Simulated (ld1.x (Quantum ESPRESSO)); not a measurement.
# cadmium (Cd): excitation energies, all-electron against PAW

ld1.x (Quantum ESPRESSO) 7.5 input, shortened:

```
&input
   title='Cd', zed=48., rel=1, dft='PBE', iswitch=3,
   config='[Kr] 4d10 5s2 5p0'
 /
 &inputp
   pseudotype=3, lpaw=.true., tm=.true., lloc=-1, rcloc=1.00,
   nlcc=.true.,
   which_augfun='BESSEL', rmatch_augfun=0.90
 /
6
4S  1  0   2.00   0.00  1.15  1.25  0.0
5S  2  0   2.00   0.00  1.15  1.25  0.0
4P  2  1   6.00   0.00  1.45  1.95  0.0
5P  3  1   0.00   0.00  1.45  1.95  0.0
4D  3  2  10.00   0.00  1.30  1.50  0.0
4D  3  2   0.00  -0.35  1.30  1.50  0.0
 &test
   configts(1)='4s2 4p6 4d10 5s2 5p0'
 /
```

Energies are relative to the spin-unpolarised reference configuration 4s2 4p6 4d10 5s2 5p0; without spin polarisation the order of configurations can differ from experiment. The frozen-core shift is the all-electron ΔE with the core orbitals held at their reference shape minus the fully relaxed ΔE.

Task: Give the all-electron excitation energy and the error of the potential for: 4s2 4p6 4d10 5s1 5p0; 4s2 4p6 4d10 5s0 5p0; 4s2 4p6 4d9 5s0 5p0; 4s2 4p6 4d9 5s2 5p0; 4s2 4p6 4d10 5s1 5p1; 4s1 4p6 4d10 5s2 5p0; 4s2 4p5 4d10 5s2 5p0.

Result:

```json
{"valence configuration": "4s2 4p6 4d10 5s1 5p0", "charge": "+1", "ΔE all-electron (eV)": "9.272", "error AE − PS (meV)": "-1.3", "frozen-core shift (meV)": "+1.8"}
{"valence configuration": "4s2 4p6 4d10 5s0 5p0", "charge": "+2", "ΔE all-electron (eV)": "26.398", "error AE − PS (meV)": "-3.7", "frozen-core shift (meV)": "+4.6"}
{"valence configuration": "4s2 4p6 4d9 5s0 5p0", "charge": "+3", "ΔE all-electron (eV)": "64.407", "error AE − PS (meV)": "-10", "frozen-core shift (meV)": "+3.4"}
{"valence configuration": "4s2 4p6 4d9 5s2 5p0", "charge": "+1", "ΔE all-electron (eV)": "17.975", "error AE − PS (meV)": "-0.2", "frozen-core shift (meV)": "-3.3"}
{"valence configuration": "4s2 4p6 4d10 5s1 5p1", "charge": "0", "ΔE all-electron (eV)": "4.666", "error AE − PS (meV)": "-0.4", "frozen-core shift (meV)": "+0.9"}
{"valence configuration": "4s1 4p6 4d10 5s2 5p0", "charge": "+1", "ΔE all-electron (eV)": "113.516", "error AE − PS (meV)": "-31", "frozen-core shift (meV)": "+32"}
{"valence configuration": "4s2 4p5 4d10 5s2 5p0", "charge": "+1", "ΔE all-electron (eV)": "74.200", "error AE − PS (meV)": "-53", "frozen-core shift (meV)": "+34"}
```

Levels in the configuration 4s2 4p6 4d10 5s0 5p0:

| level | all-electron (eV) | pseudo (eV) |
| --- | --- | --- |
| 4s | -124.825 | -124.828 |
| 4p | -85.899 | -85.892 |
| 4d | -30.444 | -30.444 |

A variational frozen-core shift is positive and of second order in the change. This column holds negative values, so the frozen-core run of ld1.x carries numerical noise or an error of first order here, and the column gives no more than the rough size of the effect.
